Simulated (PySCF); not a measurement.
Species: 1,1,2-trifluorobuta-1,3-diene, C4H3F3.
Numbering: `[CH2:1]=[CH:2][C:3]([F:4])=[C:5]([F:6])[F:7]` (hydrogens: H8, H9 on C1; H10 on C2)

The same species was optimised twice, with GFN2-xTB and with PBE0-D3(BJ)/def2-SVP (PySCF), and the same property calculations (PySCF, gas phase) were run on both structures.

```
     coordinate  GFN2-xTB  PBE0-D3(BJ)/def2-SVP  change
      C5–F6 (Å)     1.323                 1.304  -0.019
      C5–F7 (Å)     1.328                 1.310  -0.018
      C3–F4 (Å)     1.347                 1.334  -0.013
      C1=C2 (Å)     1.328                 1.339  +0.011
      C3=C5 (Å)     1.336                 1.341  +0.005
      C2–C3 (Å)     1.448                 1.445  -0.003
   C3–C5–F6 (°)     126.1                 124.4    -1.7
   F6–C5–F7 (°)     110.8                 112.5    +1.7
   F4–C3–C5 (°)     117.8                 117.5    -0.3
   C1–C2–C3 (°)     123.0                 123.3    +0.3
   C2–C3–F4 (°)     117.5                 117.7    +0.2
   C2–C3–C5 (°)     124.7                 124.8    +0.1
   C3–C5–F7 (°)     123.1                 123.2    +0.1
C1–C2–C3–F4 (°)         0                     0       0
```

Rotational constants: A = 4878, B = 1898, C = 1366 MHz (GFN2-xTB) against A = 4924, B = 1911, C = 1377 MHz (PBE0-D3(BJ)/def2-SVP). Point groups within 0.08 Å: Cs and Cs.

On the GFN2-xTB structure: lowest singlet, TDDFT (eV) 5.93 [CAM-B3LYP/def2-SVPD]; lowest triplet, Tamm–Dancoff (eV) 3.22 [CAM-B3LYP/def2-SVPD]; isotropic polarisability (au) 55.6 [CAM-B3LYP/def2-SVPD]; HOMO (eV) -8.38 [CAM-B3LYP/def2-SVPD]; LUMO (eV) -0.12 [CAM-B3LYP/def2-SVPD]; dipole (D) 1.73 [CAM-B3LYP/def2-SVPD]; HOMO (eV) -6.98 [PBE0/pcSseg-1]; LUMO (eV) -1.08 [PBE0/pcSseg-1]; dipole (D) 1.51 [PBE0/pcSseg-1]; GIAO shielding of C1 (ppm) 65.6 [PBE0/pcSseg-1]; GIAO shielding of C2 (ppm) 57.2 [PBE0/pcSseg-1]; GIAO shielding of C3 (ppm) 48.4 [PBE0/pcSseg-1]; GIAO shielding of F4 (ppm) 371.7 [PBE0/pcSseg-1]; GIAO shielding of C5 (ppm) 19.1 [PBE0/pcSseg-1]; GIAO shielding of F6 (ppm) 274.2 [PBE0/pcSseg-1]; GIAO shielding of F7 (ppm) 290.9 [PBE0/pcSseg-1].

Q: What do these properties become on the PBE0-D3(BJ)/def2-SVP structure?

A: 
```tsv
property	level	on GFN2-xTB	on PBE0-D3(BJ)/def2-SVP	change
lowest singlet, TDDFT (eV)	CAM-B3LYP/def2-SVPD	5.93	5.83	-0.10
lowest triplet, Tamm–Dancoff (eV)	CAM-B3LYP/def2-SVPD	3.22	3.12	-0.10
isotropic polarisability (au)	CAM-B3LYP/def2-SVPD	55.6	56.2	+0.6
HOMO (eV)	CAM-B3LYP/def2-SVPD	-8.38	-8.23	+0.15
LUMO (eV)	CAM-B3LYP/def2-SVPD	-0.12	-0.08	+0.04
dipole (D)	CAM-B3LYP/def2-SVPD	1.73	1.56	-0.17
energy, GFN2-xTB geometry as zero (kcal/mol)	CAM-B3LYP/def2-SVPD	0.0	-0.4	-0.4
HOMO (eV)	PBE0/pcSseg-1	-6.98	-6.83	+0.15
LUMO (eV)	PBE0/pcSseg-1	-1.08	-1.04	+0.04
dipole (D)	PBE0/pcSseg-1	1.51	1.36	-0.15
energy, GFN2-xTB geometry as zero (kcal/mol)	PBE0/pcSseg-1	0.0	-0.3	-0.3
GIAO shielding of C1 (ppm)	PBE0/pcSseg-1	65.6	63.8	-1.8
GIAO shielding of C2 (ppm)	PBE0/pcSseg-1	57.2	55.1	-2.1
GIAO shielding of C3 (ppm)	PBE0/pcSseg-1	48.4	50.0	+1.6
GIAO shielding of F4 (ppm)	PBE0/pcSseg-1	371.7	374.5	+2.8
GIAO shielding of C5 (ppm)	PBE0/pcSseg-1	19.1	22.5	+3.4
GIAO shielding of F6 (ppm)	PBE0/pcSseg-1	274.2	280.3	+6.1
GIAO shielding of F7 (ppm)	PBE0/pcSseg-1	290.9	296.1	+5.2
```

The heavy atoms differ by 0.016 Å rms after alignment. Among bonds between heavy atoms C5–F6 and C5–F7 change most and about equally (-0.019 to -0.018 Å). Changes are differences of the printed values. Neither structure is proved a minimum here.

Shape of the structure used: `[CH2:1]=[CH:2][C:3]([F:4])=[C:5]([F:6])[F:7]`: C1–C2–C3–F4 0°.
